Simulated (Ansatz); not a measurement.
Start from `[SiH3][SiH2][TeH]` and change one atom or group to get `[SeH][SiH2][TeH]`.

Ansatz, PBE0-D4/def2-TZVP geometries, multiplicity 1. Each molecule was computed in one conformer, which needn't be the lowest.

Elements past krypton have def2 core potentials. Scalar relativity is left out up to krypton.

```
                                                                                  property  `[SiH3][SiH2][TeH]`
                                            size of the dipole moment (PBE/def2-TZVPP) / D                 0.50
ideal-gas entropy at 298 K and 1 bar (rigid rotor, harmonic PBE0-D4/def2-TZVP) / J/(mol·K)                  367
                                                     LUMO energy (ωB97M-V/def2-TZVPP) / eV                 0.90
                                                       HOMO energy (B3LYP/def2-TZVPP) / eV                -6.32
                                                        HOMO energy (PBE0/def2-TZVPP) / eV                -6.54
                                                         HOMO energy (PBE/def2-TZVPP) / eV                -5.52
```

(1) Give the same properties after the change, and the shifts. (Estimate.)

Answers

(1) Computed: 
```
                                                                                  property  `[SeH][SiH2][TeH]`  shift
                                            size of the dipole moment (PBE/def2-TZVPP) / D                0.77   0.27
ideal-gas entropy at 298 K and 1 bar (rigid rotor, harmonic PBE0-D4/def2-TZVP) / J/(mol·K)                 356    -11
                                                     LUMO energy (ωB97M-V/def2-TZVPP) / eV                0.84  -0.06
                                                       HOMO energy (B3LYP/def2-TZVPP) / eV               -6.48  -0.16
                                                        HOMO energy (PBE0/def2-TZVPP) / eV               -6.70  -0.16
                                                         HOMO energy (PBE/def2-TZVPP) / eV               -5.69  -0.17
```

The zero-point energy changes by -42.2 kJ/mol with -6 modes. Dipoles are sizes alone; their direction can turn. Modes under 60 cm⁻¹, often nearly free rotors, make the harmonic entropy too high.

B3LYP here is the variant with VWN-RPA as its local correlation; programs differ in this.

Spin–orbit coupling is left out; it splits and shifts lone-pair levels of the heavy atoms by tenths of an eV.
